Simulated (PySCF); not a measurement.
Species: C8H16OS.
Numbering: `[CH3:1][S:2][C@H:3]1[CH2:4][CH2:5][C@@H:6]([CH2:7][OH:8])[CH2:9][CH2:10]1` (hydrogens: H11, H12, H13 on C1; H14 on C3; H15, H16 on C4; H17, H18 on C5; H19 on C6; H20, H21 on C7; H22 on O8; H23, H24 on C9; H25, H26 on C10)

Computed with PySCF at PBE0/pcSseg-1, non-relativistic, on one gas-phase PBE0-D3(BJ)/def2-SVP geometry that isn't relaxed in the solvent. The solvent is an IEF-PCM continuum (cavity from Bondi-type radii × 1.2). Only the electrostatic response of the medium enters.

Gas phase at PBE0/pcSseg-1: HOMO -6.25 eV, LUMO 1.07 eV, dipole 2.45 D.

Q: What does the continuum do to the energy, the frontier levels and the dipole at PBE0/pcSseg-1 in chloroform and acetone?

A: 
```csv
solvent,ε,E(solvent) − E(gas) (kJ/mol),polarisation term (kJ/mol),distortion of the solute (kJ/mol),HOMO (eV),LUMO (eV),dipole (D)
chloroform,4.711,-20.78,-23.01,2.23,-6.30,1.17,3.09
acetone,20.49,-28.33,-32.82,4.49,-6.34,1.17,3.40
```

The first energy column is the sum of the next two and covers electrostatics alone. From chloroform to acetone the lowering changes by a factor 1.36, Onsager's factor (ε − 1)/(2ε + 1) by 1.30 and ε itself by 4.3.

Q: Which radius a makes the point-dipole formula ΔE = −[(ε − 1)/(2ε + 1)]·μ²/a³ give the value in acetone, with the gas-phase dipole?

A: μ = 0.963 au and |ΔE| = 0.01079 Eh give a = 1.81 Å; the farthest nucleus lies 4.47 Å from the centroid of the nuclei, so such a sphere wouldn't even hold the nuclei. The formula assumes a rigid point dipole at the centre of a sphere.

Q: Which Hirshfeld charges (PBE0/pcSseg-1) respond most in acetone (means over atoms taken as equivalent)?

A: 
```
  atoms         environment  gas (e)  solvent (e)  change
     S2      sulfide sulfur   +0.001       -0.032  -0.033
     O8      alcohol oxygen   -0.223       -0.244  -0.021
    H22   hydroxyl hydrogen   +0.162       +0.176  +0.014
    H19    methine hydrogen   +0.024       +0.033  +0.009
    H14    methine hydrogen   +0.035       +0.042  +0.007
H15/H25  methylene hydrogen   +0.036       +0.042  +0.006
```

Q: Which Mayer bond orders change most in acetone?

A: 
| bond | length (Å) | gas | solvent | change |
| --- | --- | --- | --- | --- |
| S2–C3 | 1.832 | 0.996 | 0.976 | -0.020 |
| C1–S2 | 1.802 | 1.002 | 0.991 | -0.011 |
| O8–H22 | 0.963 | 0.954 | 0.943 | -0.011 |
| C7–O8 | 1.403 | 0.948 | 0.939 | -0.009 |
| C10–C3 | 1.528 | 0.984 | 0.990 | +0.006 |
| C6–C7 | 1.523 | 1.019 | 1.023 | +0.004 |
| C1–H12 | 1.099 | 0.958 | 0.954 | -0.004 |
| C4–H15 | 1.104 | 0.943 | 0.940 | -0.003 |
